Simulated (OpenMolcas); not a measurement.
## In+: CASPT2 settings compared

* Program: OpenMolcas
* Basis: ANO-R1 [6s5p3d1f]
* Scalar Hamiltonian: X2C, finite nucleus
* Active space: 2 electrons in 8 orbitals (5s 5p 6s 6p)
* State averaging: 2S+1 = 3 even, 1 root (0 in the spin-orbit step); 2S+1 = 1 even, 1 root kept (CI in the orbitals of an earlier block); 2S+1 = 3 odd, 3 roots; 2S+1 = 1 odd, 3 roots kept (CI in the orbitals of an earlier block)
* Spin-orbit coupling: state interaction with AMFI integrals over the reference wave functions, term energies averaged over their components

Methods on the same reference wave functions:
A. CASSCF
B. SS-CASPT2, IPEA 0.6 Eh, no level shift (closed shells correlated: none)
C. SS-CASPT2, IPEA 0.15 Eh, real shift 0.15 Eh (closed shells correlated: none)
D. SS-CASPT2, IPEA 0.6 Eh, imaginary shift 0.1 Eh (closed shells correlated: 4s 4p 4d)

Energies in eV above 5s2 1S0, the measured ground level; measured values from NIST Handbook of Basic Atomic Spectroscopic Data.

| Level | A | B | C | D | Measured |
| --- | --- | --- | --- | --- | --- |
| 5s2 1S0 | 0.0000 | 0.0000 | 0.0000 | 0.0000 | 0.0000 |
| 5s 5p 3P* 0 | 4.8583 | 4.837 | 4.836 | 5.236 | 5.2416 |
| 5s 5p 3P* 1 | 4.9842 | 4.963 | 4.962 | 5.360 | 5.3748 |
| 5s 5p 3P* 2 | 5.2534 | 5.232 | 5.231 | 5.631 | 5.6821 |
| 5s 5p 1P* 1 | 8.3521 | 8.182 | 8.176 | 8.086 | 7.8157 |

Deviations, from unrounded energies. A percentage is the sum of absolute deviations over the sum of measured energies, with the sign that they share, or ± where signs differ.

```json
{"Against measurement": "mean absolute deviation (cm-1)", "Levels": "4", "A": "3500", "B": "3300", "C": "3300", "D": "690"}
{"Against measurement": "other configurations (%)", "Levels": "4", "A": "±7.2", "B": "±6.8", "C": "±6.8", "D": "±1.4"}
```

D lies closest to measurement on these levels and A furthest from it. The largest miss of D in the table is 5s 5p 1P* 1, by +2200 cm-1. The ranking rests on the paired levels alone, and a cruder setting can come out closer through cancelling errors.

Among B to D the level of the table that moves most is 5s 5p 3P* 0, by 3200 cm-1 (lowest in C, highest in D).

The lowest spin-free term lies below A's lowest term by 0.000 hartree in B, 0.000 hartree in C, 0.441 hartree in D.

Some high roots are left out of the spin-orbit mixing, which shifts the levels that they would mix with. Terms from blocks run as CI alone lack orbitals of their own. Active for correlation alone: 6p 6s; no level in the range computed is led by a configuration that fills them, so any true level of that kind is missing. Without dynamic correlation excited terms often stand tens of per cent too high (terms of higher spin than the ground term too low), and those without a measured partner can miss by more than the paired ones (holds for A). Computed and measured levels are paired by configuration, term and J; levels that our copy of the source lacks, or whose pairing is in doubt (as where it misses far off the trend of its configuration), stay unpaired and out of the deviations. Levels of configurations outside the active space are missing.

* marks odd parity.
